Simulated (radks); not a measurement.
Task: These are the eigenvalues of the occupied orbitals of an atom or ion with whole-number occupations (hartree). Calculated with a radial shooting solver on a logarithmic mesh with Libxc functionals: non-relativistic Kohn-Sham, LDA (Slater exchange, Perdew-Wang correlation), spin-polarised, spherical densities, point nucleus.

orbital  eigenvalue
1s up     -81.09345
1s down   -81.01419
2s up     -10.70385
2s down   -10.57863
2p up      -9.03736
2p down    -8.89507

Which element is it, and in what charge state? The configuration may be excited. Open shells, if any, are filled with parallel spins first.

Result: Z = 15, phosphorus, charge +6: P6+ in [He] 2s2 2p5. The list shows which subshells hold electrons but not how many an open one holds; the 1s level, -81.093 hartree, gives Z - s = 12.7 by -(Z - s)^2/2, which with screening narrows Z to a few neighbours, and the depths of the outer levels then fix element, charge and occupations together.
